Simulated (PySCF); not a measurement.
**Radial density of Cd²⁺ (cadmium, charge +2)**

UHF, [Kr] 4d9 5p1, one real determinant (an excited configuration). All numbers are calculated (PySCF 2.14, scalar relativity by spin-free X2C-1e, in ANO-RCC-VTZP (7s6p4d2f1g, 68 functions)).

```tsv
r (bohr)	4πr²ρ (e/bohr)	4πr²(ρα − ρβ)
0.0263	59.72	0.0031
0.0442	52.80	0.0113
0.0744	72.26	0.0338
0.125	68.53	0.1183
0.211	55.19	0.2698
0.354	53.62	0.0561
0.596	17.73	0.3759
1.00	18.40	0.9964
1.69	4.342	0.5456
2.83	0.6111	0.4366
4.77	0.07292	0.0723
8.02	0.001537	0.0015
```

Densities and radii are taken from the X2C orbitals without a picture-change correction, which distorts them close to the nucleus.

⟨L²⟩ = 8.02 against 12 for a pure F term, so this real determinant mixes terms.
